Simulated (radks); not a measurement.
Results of a calculation; reference values are marked as such.
Question: Sm50+, configuration [Ne] 3s2. Level of theory: Dirac Kohn-Sham, PBE, spin-unpolarised, spherical densities, point nucleus (a radial shooting solver on a logarithmic mesh with Libxc functionals). Some entries of the table are withheld. Estimate them.

orbital,occ.,eigenvalue (hartree),<r> (bohr),<r^2> (bohr^2)
1s1/2,2,-1848.547,0.02272,0.0007036
2s1/2,2,(1),0.09493,(2)
2p1/2,2,(3),0.07929,(4)
2p3/2,4,(5),0.08561,(6)
3s1/2,2,-166.0299,0.2283,0.05947

Answer: 
(1) 2s1/2 eigenvalue (hartree): -406.8877
(2) 2s1/2 <r^2> (bohr^2): 0.01067
(3) 2p1/2 eigenvalue (hartree): -394.2316
(4) 2p1/2 <r^2> (bohr^2): 0.007733
(5) 2p3/2 eigenvalue (hartree): -371.2826
(6) 2p3/2 <r^2> (bohr^2): 0.008882
